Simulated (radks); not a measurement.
Results of a calculation; reference values are marked as such.
Ionisation of Re+, [Xe] 4f14 5d5 6s1, to Re2+, [Xe] 4f14 5d5, under several functionals. Dirac Kohn-Sham, spin-unpolarised, spherical densities, point nucleus; open shells are shared between the two j in proportion to 2j + 1; a radial shooting solver on a logarithmic mesh with Libxc functionals.

functional	E(Re+) (hartree)	Exc (hartree)	IE (eV)	-e(HOMO) (eV)	<r> HOMO (bohr)	IE error (eV)
SOGGA	-16711.9918	-327.2189	16.213	12.513	1.880	-0.387
PBEsol	-16712.5722	-327.8022	16.348	12.622	1.881	-0.252
RPBE	-16717.9378	-333.2219	16.178	12.498	1.880	-0.422
exchange-only LDA	-16700.0492	-315.1490	15.588	11.550	1.903	-1.012
BLYP	-16718.4162	-333.6903	16.391	12.464	1.890	-0.209
exchange-only B88	-16714.3999	-329.6369	15.631	11.617	1.903	-0.969
HCTH/407	-16727.1787	-342.8404	16.305	12.667	2.883	-0.295
LDA (Slater exchange, VWN5 correlation)	-16707.7964	-322.9862	16.672	12.842	1.882	+0.072

NIST Atomic Spectra Database: 16.6 eV (semi-empirical). Closest: LDA (Slater exchange, VWN5 correlation). The Delta-SCF values span 1.08 eV, the total energies 27.13 hartree. The highest occupied level is 5d5/2. Spin polarisation and multiplet splitting are left out, so open shells lie too high by an amount that depends on their filling. Sharing an open shell by 2j + 1 raises it above the true ground level by a part of the spin-orbit splitting, which enters the differences from NIST.

Beside tabulated values, note that spin-unpolarised runs miss the spin-polarisation part of the exchange energy of open shells.
